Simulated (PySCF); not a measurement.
Species: BH₇Si₂Te.
Geometry (PBE0-D3(BJ)/def2-SVP, Å), atoms numbered from 1 in this order:
```xyz
11
BH7Si2Te angstrom
B     -1.0744    1.5219    0.1747
Si    -1.6836   -0.1332   -0.6813
Te     0.5884    0.8263   -1.4905
Si     1.8620   -0.4553    0.2638
H     -0.5345    1.4784    1.2552
H     -1.5310    2.5558   -0.2538
H     -2.5723   -0.1586   -1.8799
H     -1.4440   -1.5235   -0.1944
H      0.8767   -1.0548    1.2074
H      2.7551    0.5007    0.9788
H      2.6786   -1.5198   -0.3885
```

Computed, not measured: PBE0-D3(BJ)/def2-SVP geometry optimisation, gas phase, def2 core potentials past Kr (PySCF).

**Question.** Which atoms are bound to Te3, and at what distances?

**Answer.** 2 atoms: Si4 2.518 Å, Si2 2.596 Å. The nearest atom not counted as bound is B1, at 2.45 Å.

**Question.** What is the shape at Te3?

**Answer.** Bent: angle 92.1°. The Te–Si distances aren't all alike: 2.518 to 2.596 Å.

**Question.** What are the other bond lengths?

**Answer.** B1–Si2 1.960 Å; B1–H5, B1–H6 1.209 Å; Si2–H7, Si2–H8 1.492 Å; Si4–H9, Si4–H10, Si4–H11 1.491 Å.

**Question.** Give some angles away from the centre.

**Answer.** B1–Si2–Te3 63.4°.

**Question.** What are the rotational constants (commonest isotopes, rigid rotor)?

**Answer.** A = 2717, B = 1792, C = 1318 MHz: an asymmetric top.

Point group: C1 (no symmetry element, even within 0.4 Å). Charge 0, singlet. Not checked by PBE0-D3(BJ)/def2-SVP frequencies.

One conformer stands for the species.
